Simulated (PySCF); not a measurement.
EPR parameters of C6H9O2

Compound: C6H9O2 (doublet state).
Atom-mapped SMILES: `[CH2:1][O:2][C:3](=[O:4])[CH:5]=[C:6]([CH3:7])[CH3:8]` (hydrogens: H9, H10 on C1; H11 on C5; H12, H13, H14 on C7; H15, H16, H17 on C8)

Geometry (GFN2-xTB, Å), atoms numbered from 1 in this order:
```xyz
17
C6H9O2 angstrom
C      3.6137    0.4932    0.0562
O      2.4820   -0.1721   -0.1227
C      1.2889    0.3895    0.2813
O      1.2623    1.4826    0.8119
C      0.2034   -0.5148   -0.0418
C     -1.1063   -0.2987    0.1691
C     -2.1229   -1.3157   -0.2408
C     -1.6562    0.9274    0.8141
H      3.5974    1.4671    0.5124
H      4.5029   -0.0018   -0.2771
H      0.5282   -1.4342   -0.5087
H     -1.6556   -2.2275   -0.6018
H     -2.7532   -0.9112   -1.0331
H     -2.7731   -1.5571    0.5991
H     -2.4917    1.3164    0.2341
H     -0.8938    1.6913    0.9184
H     -2.0329    0.6775    1.8062
```

The hyperfine couplings belong to this conformer and change with its torsions.

Level of theory: UKS B3LYP, pcH-1 on C H O, non-relativistic, mean-field spin-orbit, GIAO in PySCF. The structure is a single GFN2-xTB conformer in the gas phase; no vibrational or solvent corrections. A GFN2-xTB geometry isn't a minimum of the functional, and hyperfine couplings can be far from their values at a DFT geometry. No stability test was run, so a lower SCF solution isn't excluded.

```json
{"g1, g2, g3": "2.00213, 2.00260, 2.00377", "g_iso": "2.00284", "Form of g": "rhombic: the two nearest values differ by 29 % of g3 − g1", "⟨S²⟩": "0.7546 (exact 0.7500)", "α and β electrons": "31, 30", "Basis functions": "290"}
```

Hyperfine couplings atom by atom, in MHz; T1 to T3 are the principal values of the dipolar part; ρ(0) is the spin density at the nucleus:

| atom | isotope | a_iso | T1 | T2 | T3 | Mulliken spin population | ρ(0) (bohr⁻³) |
| --- | --- | --- | --- | --- | --- | --- | --- |
| C1 | 13C | 82.2 | -76.8 | -74.2 | 151.0 | 0.93 | 0.0731 |
| O2 | 17O | -7.5 | -31.6 | 14.9 | 16.7 | 0.03 | 0.0124 |
| C3 | 13C | 5.5 | -5.8 | -3.0 | 8.7 | 0.04 | 0.0049 |
| O4 | 17O | -2.9 | -15.3 | 7.2 | 8.2 | 0.05 | 0.0048 |
| C5 | 13C | -7.8 | -4.9 | 1.5 | 3.4 | -0.04 | -0.0070 |
| C6 | 13C | 5.9 | -5.7 | -5.2 | 10.9 | 0.07 | 0.0053 |
| C7 | 13C | -2.5 | -0.2 | 0.0 | 0.2 | -0.01 | -0.0022 |
| C8 | 13C | -2.3 | -0.2 | 0.0 | 0.2 | -0.01 | -0.0020 |
| H9 | 1H | -63.5 | -35.0 | -0.3 | 35.2 | -0.04 | -0.0142 |
| H10 | 1H | -63.1 | -36.4 | 0.1 | 36.3 | -0.04 | -0.0141 |
| H11 | 1H | 1.7 | -2.2 | -2.1 | 4.3 | 0.00 | 0.0004 |
| H12 | 1H | 0.3 | -0.6 | -0.4 | 0.9 | 0.00 | 0.0001 |
| H13 | 1H | 7.7 | -0.5 | -0.5 | 1.0 | 0.00 | 0.0017 |
| H14 | 1H | 6.2 | -0.5 | -0.5 | 1.0 | 0.00 | 0.0014 |
| H15 | 1H | 5.5 | -0.7 | -0.4 | 1.0 | 0.00 | 0.0012 |
| H16 | 1H | 0.6 | -1.2 | -0.5 | 1.7 | 0.00 | 0.0001 |
| H17 | 1H | 8.9 | -0.7 | -0.4 | 1.0 | 0.00 | 0.0020 |

Largest spin populations (Mulliken): C1 (+0.93) and C6 (+0.07). C1 is the only atom above +0.15. The angles at C1 add up to 360.0°, so it is planar; its axial dipolar tensor and the negative couplings of its protons fit spin in a p orbital normal to that plane.

Axes: g3 points within 5° of the C1–H10 bond.

Under fast tumbling the dipolar parts average out, and these isotropic splittings remain: 1 × 1H (H9, I = 1/2, 2 lines) with 2.27 mT, 1 × 1H (H10, I = 1/2, 2 lines) with 2.25 mT, 3 × 1H (H15/H16/H17, I = 1/2, 4 lines) with 0.18 mT, 3 × 1H (H12/H13/H14, I = 1/2, 4 lines) with 0.17 mT and 1 × 1H (H11, I = 1/2, 2 lines) with 0.06 mT.

Class means assume fast exchange of nuclei equivalent by connectivity; if that motion is slow, each nucleus keeps its own coupling. H9 and H10 aren't averaged: C1 is flat or nearly so (angle sum 360°), and its turn about the short C1–O2 bond (1.32 Å) is taken as slow. The three 1H nuclei of mean +5.0 MHz run from 0.6 to 8.9 MHz in the frozen geometry. The three 1H nuclei of mean +4.7 MHz run from 0.3 to 7.7 MHz in the frozen geometry.

The 13C coupling of C1 (82.2 MHz) shows only in satellite lines or after enrichment, since that isotope makes up about 1.07 % of natural carbon.

The 17O coupling of O2 (-7.5 MHz) shows only in satellite lines or after enrichment, since that isotope makes up about 0.038 % of natural oxygen.

The run took 93 s wall (grids of density and orbitals included) on Arm Neoverse V2, one thread, shared host with 96 logical CPUs at a one-minute load of 79, and the process peaked at 0.97 GiB of memory.
